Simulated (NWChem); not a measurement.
A ladder of methods for SiH3I (SMILES [SiH3]I)

SiH3I: 5 atoms, total charge 0, spin state singlet. As SMILES, `[SiH3]I`. The shape is that of a PBE0-D4/def2-TZVP optimisation.

Quantity: the dipole moment, in D. The values are calculated.

```csv
level,kind,program,value (D),CPU time
SVWN5/def2-TZVP (core potential),LDA,NWChem,1.12,40 s
PBE/def2-TZVP (core potential),GGA,NWChem,1.03,49 s
revPBE/def2-TZVP (core potential),GGA,NWChem,1.01,40 s
M06-L/def2-TZVP (core potential),meta-GGA,NWChem,0.89,37 s
r2SCAN/def2-TZVP (core potential),meta-GGA,NWChem,1.11,38 s
BHLYP/def2-TZVP (core potential),global hybrid,NWChem,1.25,25 s
M06-2X/def2-TZVP (core potential),hybrid meta-GGA,NWChem,1.35,29 s
wB97X/def2-TZVP (core potential),range-separated hybrid,NWChem,1.18,91 s
```

The values span 0.89 to 1.35 D. Magnitudes only: a small dipole may point the other way at some levels. CPU times are rough (shared hosts, several kinds of processor): they show what a rung costs within a factor of a few.
